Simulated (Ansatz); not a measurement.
Ansatz (a first-principles code) input (CCSD(T)/def2-TZVPPD):
A basis named .json is the Basis Set Exchange file of that set.

Ansatz 0.2 input:
```yaml
crystal:
  periodic: [false, false, false]
  atoms:
    - {symbol: Zr, position_ang: [-0.00000000, -0.00000000, -0.34298148]}
    - {symbol: F, position_ang: [0.00000000, 0.00000000, 1.52436215]}
basis:
  gaussian:
    orbitals: def2-TZVPPD.json
total_charge: -1
magnetization: {spin_polarized: true, initial_magnetization: 2}
correlation: {method: ccsd_t, electrons: outside_noble_gas}
```

Output:

```
Functional definition: HF
integrals: 0.15 GiB planned
631 factors; integrals over basis functions are off by at most 1.3e-3 eV
mean field: 0.18 GiB planned
mean field evaluation 1: about -3964.3307 eV, gradient 2.9e1 eV
mean field evaluation 2: about -3964.5269 eV, gradient 2.9e1 eV
mean field evaluation 4: about -3971.6579 eV, gradient 5.1e0 eV
mean field evaluation 8: about -3972.3125 eV, gradient 5.4e-1 eV
mean field evaluation 16: about -3972.4781 eV, gradient 9.5e-2 eV
mean field evaluation 32: about -3972.4792 eV, gradient 8.1e-5 eV
mean field evaluation 64: about -3973.2425 eV, gradient 6.2e-1 eV
mean field evaluation 96: about -3972.4792 eV, gradient 6.7e-4 eV
mean field evaluation 128: about -3973.6532 eV, gradient 1.4e-1 eV
mean field evaluation 160: about -3973.1268 eV, gradient 3.4e-2 eV
mean field evaluation 192: about -3973.3356 eV, gradient 6.4e-5 eV
mean field evaluation 224: about -3968.4078 eV, gradient 1.3e1 eV
mean field evaluation 256: about -3972.7704 eV, gradient 3.3e0 eV
mean field evaluation 288: about -3973.6018 eV, gradient 9.2e-1 eV
mean field evaluation 320: about -3973.4014 eV, gradient 2.2e-2 eV
mean field evaluation 352: about -3973.1434 eV, gradient 4.8e-1 eV
mean field evaluation 384: about -3973.3313 eV, gradient 1.3e0 eV
mean field evaluation 416: about -3973.6414 eV, gradient 1.3e-1 eV
mean field evaluation 448: about -3973.0946 eV, gradient 3.2e-1 eV
mean field evaluation 480: about -3973.6442 eV, gradient 1.5e-1 eV
mean field evaluation 512: about -3972.5410 eV, gradient 4.3e-1 eV
mean field evaluation 544: about -3973.5952 eV, gradient 9.4e-1 eV
mean field evaluation 576: about -3972.3351 eV, gradient 3.3e0 eV
mean field evaluation 608: about -3973.6357 eV, gradient 7.9e-2 eV
mean field evaluation 640: about -3972.9840 eV, gradient 3.3e0 eV
mean field evaluation 672: about -3973.0215 eV, gradient 8.6e-1 eV
mean field evaluation 704: about -3973.3356 eV, gradient 1.5e-6 eV
mean field evaluation 736: about -3972.7146 eV, gradient 2.4e0 eV
mean field evaluation 768: about -3973.1900 eV, gradient 3.2e-1 eV
mean field evaluation 800: about -3973.2584 eV, gradient 7.3e-1 eV
mean field evaluation 832: about -3973.3331 eV, gradient 8.7e-2 eV
mean field evaluation 864: about -3973.3982 eV, gradient 9.5e-2 eV
mean field evaluation 896: about -3973.2265 eV, gradient 1.4e0 eV
mean field evaluation 928: about -3973.2905 eV, gradient 9.3e-2 eV
mean field evaluation 960: about -3972.0455 eV, gradient 5.3e-1 eV
mean field evaluation 992: about -3973.0934 eV, gradient 6.3e-1 eV
mean field evaluation 1024: about -3973.1025 eV, gradient 7.2e-1 eV
mean field evaluation 1056: about -3972.6249 eV, gradient 5.1e0 eV
mean field evaluation 1088: about -3973.0839 eV, gradient 6.9e-1 eV
mean field evaluation 1120: about -3973.2788 eV, gradient 1.2e0 eV
mean field evaluation 1152: about -3973.6537 eV, gradient 8.7e-2 eV
mean field evaluation 1184: about -3972.9191 eV, gradient 2.0e0 eV
mean field evaluation 1216: about -3973.4118 eV, gradient 5.2e-1 eV
mean field evaluation 1248: about -3973.2805 eV, gradient 7.5e-2 eV
mean field evaluation 1280: about -3973.2850 eV, gradient 9.7e-2 eV
mean field evaluation 1312: about -3973.0988 eV, gradient 2.5e0 eV
mean field evaluation 1344: about -3971.1393 eV, gradient 7.8e0 eV
mean field evaluation 1376: about -3973.6543 eV, gradient 7.6e-4 eV
mean field evaluation 1408: about -3972.2649 eV, gradient 3.8e-3 eV
mean field evaluation 1440: about -3972.2578 eV, gradient 1.2e-3 eV
mean field evaluation 1472: about -3973.4015 eV, gradient 2.7e-2 eV
mean field evaluation 1504: about -3973.4022 eV, gradient 1.8e-1 eV
mean field evaluation 1536: about -3972.2253 eV, gradient 3.1e-1 eV
mean field evaluation 1568: about -3972.2648 eV, gradient 7.5e-2 eV
mean field evaluation 1600: about -3971.8616 eV, gradient 1.2e0 eV
mean field evaluation 1632: about -3972.0590 eV, gradient 3.1e-1 eV
mean field evaluation 1664: about -3971.7598 eV, gradient 2.2e-4 eV
mean field evaluation 1696: about -3973.2899 eV, gradient 1.4e-1 eV
mean field evaluation 1728: about -3973.2900 eV, gradient 1.3e-1 eV
mean field evaluation 1760: about -3970.5002 eV, gradient 4.7e0 eV
mean field evaluation 1792: about -3971.5603 eV, gradient 1.3e0 eV
mean field evaluation 1824: about -3973.5718 eV, gradient 3.0e-1 eV
mean field evaluation 1856: about -3973.0648 eV, gradient 7.4e-1 eV
mean field evaluation 1888: about -3973.3354 eV, gradient 8.9e-2 eV
mean field evaluation 1920: about -3973.2479 eV, gradient 2.9e-1 eV
mean field evaluation 1952: about -3973.1953 eV, gradient 7.0e-1 eV
mean field evaluation 1984: about -3973.0022 eV, gradient 2.2e0 eV
mean field evaluation 2016: about -3973.1096 eV, gradient 1.2e0 eV
mean field evaluation 2048: about -3972.9949 eV, gradient 4.7e-1 eV
mean field evaluation 2080: about -3973.0609 eV, gradient 8.2e-4 eV
mean field evaluation 2112: about -3971.8146 eV, gradient 8.6e-1 eV
mean field evaluation 2144: about -3972.4792 eV, gradient 1.4e-2 eV
mean field evaluation 2176: about -3971.5637 eV, gradient 4.0e0 eV
mean field evaluation 2208: about -3972.2718 eV, gradient 4.8e0 eV
mean field evaluation 2240: about -3972.6590 eV, gradient 5.3e-2 eV
mean field evaluation 2272: about -3970.7486 eV, gradient 2.4e1 eV
mean field evaluation 2304: about -3972.5024 eV, gradient 2.8e-6 eV
mean field evaluation 2336: about -3972.3853 eV, gradient 6.3e-4 eV
mean field -3973.65429361 eV, -146.0291018504 hartree, gradient 1.5e-6 eV, S^2 2.634866; 52 other end points of the search recorded, 0 dependent functions left out
determinant -3973.65429361 eV, -146.0291018504 hartree, with singles and doubles -3982.81429312 eV, -146.3657256236 hartree
determinant -3973.63611367 eV, -146.0284337499 hartree, with singles and doubles -3982.83739608 eV, -146.3665746419 hartree
determinant -3973.58137440 eV, -146.0264221189 hartree, with singles and doubles -3982.91646709 eV, -146.3694804479 hartree
determinant -3973.40138001 eV, -146.0198074473 hartree, with singles and doubles -3982.62880515 eV, -146.3589090663 hartree
determinant -3973.36723939 eV, -146.0185528026 hartree, with singles and doubles -3982.62581866 eV, -146.3587993150 hartree
determinant -3973.33560680 eV, -146.0173903263 hartree, with singles and doubles -3982.68391924 eV, -146.3609344720 hartree
determinant -3973.30383545 eV, -146.0162227508 hartree, with singles and doubles -3982.75623656 eV, -146.3635920846 hartree
determinant -3973.28990658 eV, -146.0157108742 hartree, with singles and doubles -3982.73908555 eV, -146.3629617963 hartree
determinant -3973.12689826 eV, -146.0097204288 hartree, with singles and doubles -3982.62280363 eV, -146.3586885146 hartree
determinant -3973.10250512 eV, -146.0088239975 hartree, with singles and doubles -3982.45316586 eV, -146.3524544415 hartree
determinant -3973.06085566 eV, -146.0072934080 hartree, with singles and doubles -3982.48885542 eV, -146.3537660087 hartree
determinant -3972.65962891 eV, -145.9925485969 hartree, with singles and doubles -3981.58240665 eV, -146.3204546309 hartree
determinant -3972.50357540 eV, -145.9868137363 hartree, with singles and doubles -3981.47928207 eV, -146.3166648726 hartree
determinant -3972.50239012 eV, -145.9867701779 hartree, with singles and doubles -3981.92263641 eV, -146.3329578440 hartree
determinant -3972.47917996 eV, -145.9859172206 hartree, with singles and doubles -3981.99809793 eV, -146.3357310035 hartree
determinant -3972.38532520 eV, -145.9824681218 hartree, with singles and doubles -3981.33602497 eV, -146.3114002711 hartree
determinant -3972.26494817 eV, -145.9780443473 hartree, with singles and doubles -3981.44926347 eV, -146.3155617094 hartree
determinant -3972.25784928 eV, -145.9777834678 hartree, with singles and doubles -3981.31382913 eV, -146.3105845892 hartree
determinant -3972.02888979 eV, -145.9693693619 hartree, with singles and doubles -3981.16329775 eV, -146.3050526629 hartree
determinant -3971.89344166 eV, -145.9643917350 hartree, with singles and doubles -3981.39803369 eV, -146.3136790497 hartree
determinant -3971.76307192 eV, -145.9596007353 hartree, with singles and doubles -3981.28878107 eV, -146.3096640898 hartree
determinant -3971.75977396 eV, -145.9594795375 hartree, with singles and doubles -3981.06315739 eV, -146.3013725726 hartree
determinant -3971.75777861 eV, -145.9594062097 hartree, with singles and doubles -3981.29222815 eV, -146.3097907677 hartree
determinant -3971.58829652 eV, -145.9531778580 hartree, with singles and doubles -3981.11861533 eV, -146.3034106142 hartree
determinant -3973.65429361 eV, -146.0291018504 hartree, with singles and doubles -3982.89586023 eV, -146.3687231596 hartree
determinant -3973.63611367 eV, -146.0284337499 hartree, with singles and doubles -3982.90959791 eV, -146.3692280102 hartree
determinant -3973.58137440 eV, -146.0264221189 hartree, with singles and doubles -3982.94939456 eV, -146.3706905100 hartree
determinant -3973.40138001 eV, -146.0198074473 hartree, with singles and doubles -3982.68614414 eV, -146.3610162354 hartree
determinant -3973.36723939 eV, -146.0185528026 hartree, with singles and doubles -3982.66413172 eV, -146.3602072940 hartree
determinant -3973.33560680 eV, -146.0173903263 hartree, with singles and doubles -3982.70674409 eV, -146.3617732699 hartree
determinant -3973.30383545 eV, -146.0162227508 hartree, with singles and doubles -3982.83872775 eV, -146.3666235797 hartree
determinant -3973.28990658 eV, -146.0157108742 hartree, with singles and doubles -3982.71652274 eV, -146.3621326283 hartree
determinant -3973.12689826 eV, -146.0097204288 hartree, with singles and doubles -3982.79027233 eV, -146.3648428760 hartree
determinant -3973.10250512 eV, -146.0088239975 hartree, with singles and doubles -3982.44048236 eV, -146.3519883317 hartree
determinant -3973.06085566 eV, -146.0072934080 hartree, with singles and doubles -3982.46117676 eV, -146.3527488366 hartree
5 core orbitals not correlated, not the lowest: weight in the atoms' cores, before any rotation towards them, 0.528 or more for the frozen orbitals, at most 0.464 for the correlated occupied ones
reference -3973.58137440 eV, -146.0264221189 hartree; 7, 5 occupied and 84, 86 virtual orbitals, 631 factors
second order -8.90810379 eV of doubles, -0.00000000 eV of singles
coupled cluster: 0.43 GiB planned
cycle   1  -9.36801929 eV  change    8.8e-7 eV  update   3.5e-6
coupled cluster: 0.43 GiB planned
perturbative correction -0.40465377 eV, -0.0148707517 hartree
Total energy: -3983.35404745 eV, -146.3855612295 hartree
```

This state (charge -1, triplet) is run at the relaxed geometry of the species with charge 0 and multiplicity 2.

The determinant is spin-contaminated: <S^2> is 2.53 against 2.00 for a pure state.
